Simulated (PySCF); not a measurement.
What does the GFN2-xTB structure of InChI=1S/C7H7N/c8-5-7-3-1-2-6(7)4-7/h1-2,6H,3-4H2/t6-,7+/m1/s1 look like in three dimensions?

```
atom  x, y, z in Å
N1     0.3967   -2.8606    1.5764
C2     0.3057   -1.9100    0.9428
C3     0.1809   -0.7358    0.1644
C4    -1.1695   -0.4280   -0.4731
C5    -1.2527    1.0702   -0.4020
C6    -0.2151    1.6142    0.2202
C7     0.7820    0.5947    0.6143
C8     1.3973   -0.1671   -0.5218
H9    -1.9849   -0.8943    0.0879
H10   -1.2258   -0.7900   -1.5026
H11   -2.0926    1.5980   -0.8184
H12   -0.0683    2.6602    0.4231
H13    1.3299    0.7039    1.5388
H14    2.3427   -0.6600   -0.3470
H15    1.2693    0.2127   -1.5250
```

Any rigid rotation of these coordinates is as good. Atoms count from 1 in this order. The 5-membered ring C3–C4–C5–C6–C7 has internal angles of 103.3° to 112.8° (sum 540°, against 540° for a flat polygon); it is almost planar, 0.01 Å rms from its mean plane, widest ring torsion 3°. The 3-membered ring C3–C7–C8 has internal angles of 59.2° to 61.0°. The 8 C–C bonds span 1.327 Å (C5=C6, drawn double) to 1.528 Å (C3–C7, drawn single), a spread of 0.201 Å. Of the pairs four or more bonds apart, C5···H15 is among the closest relative to their van der Waals radii: 2.89 Å, 100 % of the sum of Bondi's values.

Bonds between heavy atoms (Å): N1≡C2 1.146, C2–C3 1.414, C3–C4 1.525, C4–C5 1.502, C5=C6 1.327, C6–C7 1.479, C7–C8 1.500, C3–C7 1.528, C3–C8 1.508.

Computed geometry: GFN2-xTB, gas phase.

Point group: C1 (no symmetry element, even within 0.4 Å). No GFN2-xTB frequencies stand behind this structure, so it isn't proved a minimum.
